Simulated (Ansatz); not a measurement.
Born–Oppenheimer molecular dynamics of ClH3OSn (6 atoms, charge 0, multiplicity 1). It starts at the highest image of a converged band. Of that band: Neighbouring images differ by up to 1.7 eV, so the band resolves the path poorly. A vibrational analysis at the climbing image gives one clearly imaginary mode, 1053i cm⁻¹: a first-order saddle point.

All numbers below come from RKS PBE-D4/def2-SVP (Ansatz 0.2.0).

| Quantity | Value |
| --- | --- |
| ensemble | NVE (velocity Verlet) |
| time step | 0.5 fs |
| steps asked | 200 |
| starting velocities drawn for | 300 K |
| seed | 6496 |

First frame:

```xyz
6
Properties=species:S:1:pos:R:3
Sn 0.232 -0.006 -0.337
O 0.821 0.212 1.745
H 0.704 -0.616 2.261
H 1.814 0.019 0.471
Cl -1.051 1.957 -0.785
H -0.946 -1.300 -0.428
```

Q: What does the run give?

A: The run went to its last step.

```yaml
steps_done: 200
time_covered: 100 fs
mean_temperature_over_the_second_half: 2128 K
spread_of_the_potential_energy_over_the_second_half: 37.1 meV per atom
mean_potential_energy_of_the_second_half_above_the_start: -158.0 meV per atom
```

The conserved energy stayed within 3.2 meV per atom of its start (net change 0.53 meV per atom), so there is no drift, though single steps change it by up to 21 meV in the whole system, a sign of fast motions only just resolved. The kinetic energy rose, since the run started high on the potential surface and went downhill. It ends in pieces (ClHSn + H2O), so much of that is their flight and rotation, not heat. A run of 0.1 ps of so small a system gives no equilibrium averages. The orbitals stay closed-shell, which can raise the energy where a bond breaks towards radicals; this wasn't checked here.

Q: What happens to the structure?

A: Between its relaxed ends the band would form O2–H4 and break Sn1–H4. These pairs go: O2–H4 1.63 → 1.15 Å, Sn1–H4 1.78 → 3.56 Å. In the last frame they stand as after the step (other bonds may differ from the relaxed reactants and products). Also parted: Sn1–O2 2.17 → 3.98 Å. It ends as ClHSn + H2O. Pairs count as bonded within 1.25 times the sum of covalent radii (0.12 Å more for H–H). This is one draw of velocities; another would differ in detail.

Q: How do temperature and energy run in time?

A: 
```csv
time (fs),T (K),potential energy less start (eV),conserved less start (meV/atom)
0,300,0.000,0.00
5.5,242,0.031,0.09
11,739,-0.225,0.28
16.5,1777,-0.765,-0.11
22,1739,-0.742,0.39
27.5,3534,-1.691,-3.19
33,2977,-1.384,0.01
38.5,3289,-1.550,-0.80
44,3368,-1.598,-1.88
49.5,2464,-1.118,0.06
55,2630,-1.213,-1.42
60.5,1419,-0.577,0.24
66,1780,-0.758,1.27
71.5,1566,-0.652,0.38
77,2719,-1.257,-1.11
82.5,2221,-0.997,-0.63
88,2452,-1.118,-0.77
93.5,2225,-1.004,-1.49
99,1656,-0.701,0.04
```

Time of the run: 3.2 min on 2 threads of Arm Neoverse V1, on a shared host, peak memory 0.12 GiB.
